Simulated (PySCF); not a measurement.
# Spin states of NiH

Unrestricted PBE0; Ni def2-TZVPP, H def2-TZVPP; no relativity (PySCF 2.14). Outer shells of the fragments: Ni 3d8 4s2; H 1s1.

Followed along the bond (rough minima from three points):

| 2Ms+1 | unpaired | ⟨S²⟩ at the start | R at minimum (Å) | Te (eV) |
| --- | --- | --- | --- | --- |
| 2 | δ ↑ | 0.76 | 1.47 | 0.00 |
| 2 | σ ↑ | 0.76 | 1.52 | 0.19 |
| 2 | π ↑ | 0.76 | 1.53 | 0.27 |
| 4 | σ ↑↑, δ ↑ | 3.75 | none in the scan | ≤ 1.45 |

Solutions found at the starting distance of 1.375 Å, counted from the lowest of them; the search is not exhaustive and high or unbound solutions are not listed, so other states can lie among these:

```csv
2Ms+1,unpaired,term,E (eV),⟨S²⟩,⟨Lz²⟩,μ (D)
2,δ ↑,²Δ,0.00,0.76,4.01,-2.47
2,σ ↑,²Σ⁺,0.26,0.76,0.00,-2.74
2,π ↑,²Π,0.37,0.76,1.02,-2.78
4,"σ ↑↑, δ ↑",⁴Δ,1.69,3.75,4.00,0.12
2,"σ ↑↑, δ ↓",mixed,2.36,1.75,4.00,0.52
2,"σ ↑↑, π ↓",mixed,2.73,1.75,1.44,0.56
```

A term symbol is given only where ⟨S²⟩ and ⟨Lz²⟩ are close to those of a pure state; real π, δ and φ orbitals otherwise mix terms. A positive dipole means Ni(−)H(+).

Compare the gap between the two lowest followed solutions at the starting distance with the gap between their minima.

At PBE0 the second solution (doublet, unpaired electrons σ ↑) lies +0.26 eV from the first (doublet, unpaired electrons δ ↑) at 1.375 Å and +0.19 eV at the minima; the two curves relax by different amounts, since their minima lie near 1.52 and 1.47 Å.

With d or f electrons several states lie close, and the lowest PBE0 determinant need not be the measured ground state.
